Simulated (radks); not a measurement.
The numbers below are computed, except where a source is named.
Q: All-electron atom: the manganese ion Mn+ in [Ar] 3d4 4p2 (not the ground configuration). Code: a radial shooting solver on a logarithmic mesh with Libxc functionals. Model: Dirac Kohn-Sham, PBE, spin-unpolarised, spherical densities, finite nucleus; open shells fill j = l - 1/2 first; Fermi nuclear charge, rms radius 3.7057 fm. Some entries of the table are withheld. Estimate them.

| orbital | occ. | eigenvalue (hartree) | <r^2> (bohr^2) | <r> (bohr) |
|---|---|---|---|---|
| 1s1/2 | 2 | (1) | 0.004988 | 0.06090 |
| 2s1/2 | 2 | -27.99452 | 0.09217 | 0.2793 |
| 2p1/2 | 2 | -24.06807 | 0.07400 | 0.2451 |
| 2p3/2 | 4 | -23.68497 | 0.07566 | 0.2481 |
| 3s1/2 | 2 | -3.78479 | 0.8224 | 0.8448 |
| 3p1/2 | 2 | -2.65923 | (2) | 0.8857 |
| 3p3/2 | 4 | -2.61136 | (3) | 0.8941 |
| 3d3/2 | 4 | -0.83620 | 1.476 | 1.075 |
| 3d5/2 | 0 | -0.83117 | 1.487 | 1.079 |
| 4p1/2 | 2 | -0.35321 | 11.37 | 3.152 |
| 4p3/2 | 0 | -0.34963 | 11.54 | 3.176 |

A: 
(1) 1s1/2 eigenvalue (hartree): -236.8709
(2) 3p1/2 <r^2> (bohr^2): 0.9219
(3) 3p3/2 <r^2> (bohr^2): 0.9396
